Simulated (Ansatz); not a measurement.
System: NbO2 (charge 0, doublet). The spin state was set by rule; other spins were not relaxed. 
Coordinates optimised at B3LYP-D3(BJ)/def2-TZVP (Ansatz, a program for electronic structure):
```xyz
3

Nb     0.1715    -0.1498     0.1830
O      0.6103     0.5476    -1.3190
O     -1.4894     0.2203     0.3809
```
Charge 0, spin multiplicity 2.

Basis-set convergence of Hartree-Fock and MP2 correlation energies (hartree) with Ansatz. Cores are frozen in the correlated levels unless marked. UHF or UKS for open shells. Spin-orbit coupling is left out. Frozen are the shells of the preceding noble gas and the d and f shells that filled before the atom's block. Past Kr the def2 sets carry scalar-relativistic core potentials.

The UHF reference is spin-contaminated (<S^2> 0.10 over the pure value in the largest basis). 

```
basis       functions       E(HF)  E(corr, MP2)
----------  ---------  ----------  ------------
def2-SVP           59  -205.95890      -0.56502
def2-TZVPP        118  -206.17191      -0.68399
def2-QZVPP        195  -206.18149      -0.72739
```

Extrapolating the two largest sets (X = 3 and 4) as X^-3: E(corr) = (64·(-0.72739) - 27·(-0.68399))/37 = -0.7591 Eh, an estimate of the basis-set limit. The largest set recovers 95.8 % of it, the smallest 74.4 %.
